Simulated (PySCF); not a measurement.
F$_{4}$Hf, septet, at a GFN2-xTB geometry of the parent state (such geometries of metal compounds can be far from the true shape) (the multiplicity is a formal guess) (core potentials on Hf); M062X/def2-SVP run with PySCF.

PySCF was given this input:
```python
from pyscf import gto, scf, dft

mol = gto.M(
    atom='''
Hf   -0.016864    0.002519   -0.000394
F     0.409162    1.233944   -1.338766
F    -0.030610   -1.290481    1.347608
F    -0.291788   -1.320995   -1.289126
F     0.048147    1.357384    1.283435
''',
    basis='def2-svp',
    ecp={'Hf': 'def2-svp'},
    charge=0,
    spin=6,
    verbose=4,
)

mf = dft.ROKS(mol)
mf.xc = 'm062x'
mf.kernel()
```

What the program printed (banner, timings and long lists left out):

```
PySCF version 2.14.0

[INPUT] verbose = 4
[INPUT] num. atoms = 5
[INPUT] num. electrons = 48
[INPUT] charge = 0
[INPUT] spin (= nelec alpha-beta = 2S) = 6
[INPUT] symmetry False subgroup None
[INPUT] Mole.unit = angstrom
[INPUT] Symbol           X                Y                Z      unit          X                Y                Z       unit  Magmom
[...]
nuclear repulsion = 210.136771272133
number of shells = 36
number of NR pGTOs = 153
number of NR cGTOs = 88
basis = def2-svp
ecp = {'Hf': 'def2-svp'}

******** <class 'pyscf.dft.roks.ROKS'> ********
method = ROKS
initial guess = minao
damping factor = 0
level_shift factor = 0
DIIS = <class 'pyscf.scf.diis.CDIIS'>
diis_start_cycle = 1
diis_space = 8
diis_damp = 0
SCF conv_tol = 1e-09
SCF conv_tol_grad = None
SCF max_cycles = 50
direct_scf = True
direct_scf_tol = 1e-13
num. doubly occ = 21  num. singly occ = 6
XC library pyscf.dft.libxc version 7.1.2
    S. Lehtola, C. Steigemann, M. J. T. Oliveira, and M. A. L. Marques,  SoftwareX 7, 1–5 (2018)
XC functionals = m062x
    Y. Zhao and D. G. Truhlar,  Theor. Chem. Acc. 120, 215 (2008)
    Y. Zhao and D. G. Truhlar,  Theor. Chem. Acc. 120, 215 (2008)
radial grids:
    Treutler-Ahlrichs [JCP 102, 346 (1995); DOI:10.1063/1.469408] (M4) radial grids

becke partition: Becke, JCP 88, 2547 (1988); DOI:10.1063/1.454033
pruning grids: <function nwchem_prune>
grids dens level: 3
symmetrized grids: False
atomic radii adjust function: <function treutler_atomic_radii_adjust>
small_rho_cutoff = 0
Set gradient conv threshold to 3.16228e-05
tot grids = 80840
init E= -434.121052772328
[...]
cycle= 1 E= -445.884368018374  delta_E= -11.8  |g|= 0.779  |ddm|= 5.48

WARN: HOMO 0.052130856913494 >= LUMO 0.0271277950871004

cycle= 2 E= -445.380230344189  delta_E= 0.504  |g|= 1.18  |ddm|= 3.28
[...]
cycle= 3 E= -446.064250534015  delta_E= -0.684  |g|= 0.211  |ddm|=    3

WARN: HOMO -0.0175452442719398 >= LUMO -0.0230344957392335

cycle= 4 E= -446.07509622295  delta_E= -0.0108  |g|= 0.106  |ddm|= 0.205

WARN: HOMO -0.0106337319272712 >= LUMO -0.0223817043097548

cycle= 5 E= -446.065662996458  delta_E= 0.00943  |g|= 0.214  |ddm|= 0.159

WARN: HOMO -0.002773869569386 >= LUMO -0.0229023486986062

cycle= 6 E= -446.077315261047  delta_E= -0.0117  |g|= 0.0441  |ddm|= 0.252

WARN: HOMO -0.00342168317356272 >= LUMO -0.0222369264396343

cycle= 7 E= -446.073870605645  delta_E= 0.00344  |g|= 0.0651  |ddm|= 0.303

WARN: HOMO -0.00399598610687614 >= LUMO -0.0220291447973212

cycle= 8 E= -446.073469880693  delta_E= 0.000401  |g|= 0.0671  |ddm|= 0.0265

WARN: HOMO 0.000737478865457806 >= LUMO -0.0240627146615927

cycle= 9 E= -446.073259363564  delta_E= 0.000211  |g|= 0.071  |ddm|= 0.0309

WARN: HOMO 0.00714399486614724 >= LUMO -0.0269452314046177

cycle= 10 E= -446.072231109009  delta_E= 0.00103  |g|= 0.0748  |ddm|= 0.0473

WARN: HOMO 0.00932685510879446 >= LUMO -0.0276513965708176

cycle= 11 E= -446.071854184356  delta_E= 0.000377  |g|= 0.0792  |ddm|= 0.014

WARN: HOMO 0.00715058902200064 >= LUMO -0.0274431572305751

cycle= 12 E= -446.069707365082  delta_E= 0.00215  |g|= 0.0911  |ddm|= 0.107

WARN: HOMO 0.00631517479833741 >= LUMO -0.0270140547977604

cycle= 13 E= -446.070778662339  delta_E= -0.00107  |g|= 0.0839  |ddm|= 0.0421

WARN: HOMO 0.0320902809542576 >= LUMO -0.0391586598805453

cycle= 14 E= -446.070933587586  delta_E= -0.000155  |g|= 0.0872  |ddm|= 0.272

WARN: HOMO 0.0147578291917441 >= LUMO -0.0319832043175836

cycle= 15 E= -446.063923968297  delta_E= 0.00701  |g|= 0.123  |ddm|= 0.447

WARN: HOMO 0.00870101906157515 >= LUMO -0.0310111786695124

cycle= 16 E= -446.056381615576  delta_E= 0.00754  |g|= 0.159  |ddm|= 0.271

WARN: HOMO -0.000654369066731771 >= LUMO -0.0265728943675983

cycle= 17 E= -446.064931207026  delta_E= -0.00855  |g|= 0.106  |ddm|= 0.215

WARN: HOMO -0.00607259532653671 >= LUMO -0.0269250283152957

cycle= 18 E= -446.075069832798  delta_E= -0.0101  |g|= 0.0494  |ddm|= 0.499

WARN: HOMO 0.00240938883795962 >= LUMO -0.0288984768302495

cycle= 19 E= -446.070543373292  delta_E= 0.00453  |g|= 0.0804  |ddm|= 0.385

WARN: HOMO 4.73295518480417e-05 >= LUMO -0.0279644780989558

cycle= 20 E= -446.07169677574  delta_E= -0.00115  |g|= 0.0786  |ddm|= 0.07

WARN: HOMO 0.00249102200019533 >= LUMO -0.0281558341351946

cycle= 21 E= -446.06473605698  delta_E= 0.00696  |g|= 0.117  |ddm|= 0.234

WARN: HOMO 0.0127680688852856 >= LUMO -0.0320892347152437

cycle= 22 E= -446.0578782548  delta_E= 0.00686  |g|= 0.16  |ddm|= 0.169

WARN: HOMO -5.72950406976525e-05 >= LUMO -0.0323741630150982

cycle= 23 E= -446.033857298665  delta_E= 0.024  |g|= 0.232  |ddm|= 0.729

WARN: HOMO -0.016137022196371 >= LUMO -0.0283070839018457

cycle= 24 E= -446.069336962524  delta_E= -0.0355  |g|= 0.0938  |ddm|= 0.736
[...]
cycle= 25 E= -446.058162069913  delta_E= 0.0112  |g|= 0.13  |ddm|= 0.463

WARN: HOMO -0.00850239460064648 >= LUMO -0.0314683729696872

cycle= 26 E= -446.04091873455  delta_E= 0.0172  |g|= 0.196  |ddm|= 0.287

WARN: HOMO 0.0153344689792867 >= LUMO -0.0440270321955794

cycle= 27 E= -446.043419024581  delta_E= -0.0025  |g|= 0.233  |ddm|= 0.34

WARN: HOMO -0.0126876574210164 >= LUMO -0.0340367244258538

cycle= 28 E= -446.0503265482  delta_E= -0.00691  |g|= 0.218  |ddm|= 0.714
[...]
cycle= 29 E= -446.062563139381  delta_E= -0.0122  |g|= 0.231  |ddm|= 1.42
[...]
cycle= 30 E= -446.079300891233  delta_E= -0.0167  |g|= 0.0641  |ddm|= 0.493

WARN: HOMO -0.010625916384602 >= LUMO -0.0248113874476127

cycle= 31 E= -446.064403183433  delta_E= 0.0149  |g|= 0.121  |ddm|= 0.957

WARN: HOMO -0.00935631210505826 >= LUMO -0.0237606732874516

cycle= 32 E= -446.058873526132  delta_E= 0.00553  |g|= 0.149  |ddm|= 0.172

WARN: HOMO -0.00762962700325614 >= LUMO -0.0235847003924567

cycle= 33 E= -446.059750066792  delta_E= -0.000877  |g|= 0.153  |ddm|= 0.39

WARN: HOMO -0.0128220496347997 >= LUMO -0.0184490556626958

cycle= 34 E= -446.071170376774  delta_E= -0.0114  |g|= 0.117  |ddm|= 1.15

WARN: HOMO -0.0117022492247046 >= LUMO -0.0167456686953085

cycle= 35 E= -446.063975840144  delta_E= 0.00719  |g|= 0.153  |ddm|= 0.275

WARN: HOMO -0.0121953840224818 >= LUMO -0.0155830599342172

cycle= 36 E= -446.07452069112  delta_E= -0.0105  |g|= 0.106  |ddm|= 0.493

WARN: HOMO -0.00847535865751538 >= LUMO -0.0199671906491473

cycle= 37 E= -446.084451501935  delta_E= -0.00993  |g|= 0.0523  |ddm|= 1.05

WARN: HOMO -0.00821520735042054 >= LUMO -0.0218133779739725

cycle= 38 E= -446.081759484907  delta_E= 0.00269  |g|= 0.0479  |ddm|= 0.285
[...]
cycle= 39 E= -446.078899762497  delta_E= 0.00286  |g|= 0.165  |ddm|= 0.876
[...]
cycle= 40 E= -446.0854882399  delta_E= -0.00659  |g|= 0.115  |ddm|= 0.523
[...]
cycle= 41 E= -446.083072726718  delta_E= 0.00242  |g|= 0.19  |ddm|= 1.14
[...]
cycle= 42 E= -446.091380334524  delta_E= -0.00831  |g|= 0.143  |ddm|= 0.22
[...]
cycle= 43 E= -446.091836112462  delta_E= -0.000456  |g|= 0.14  |ddm|= 0.0993
[...]
cycle= 44 E= -446.091865618991  delta_E= -2.95e-05  |g|= 0.144  |ddm|= 0.233
[...]
cycle= 45 E= -446.092888417366  delta_E= -0.00102  |g|= 0.138  |ddm|= 0.103
[...]
cycle= 46 E= -446.079039208376  delta_E= 0.0138  |g|= 0.188  |ddm|= 0.655

WARN: HOMO 0.0164957781371042 >= LUMO -0.0748791865111578

cycle= 47 E= -446.098891747873  delta_E= -0.0199  |g|= 0.181  |ddm|= 0.65

WARN: HOMO 0.000784934670419214 >= LUMO -0.0513598210638406

cycle= 48 E= -446.107085059211  delta_E= -0.00819  |g|= 0.205  |ddm|= 0.239

WARN: HOMO -0.010732475532731 >= LUMO -0.0299649092281279

cycle= 49 E= -446.122785119108  delta_E= -0.0157  |g|= 0.277  |ddm|= 1.31

WARN: HOMO -0.00482525034124995 >= LUMO -0.0231743467910847

cycle= 50 E= -446.124944795419  delta_E= -0.00216  |g|= 0.162  |ddm|= 0.899
SCF not converged.
SCF energy = -446.124944795419
```

Convergence was not reached.
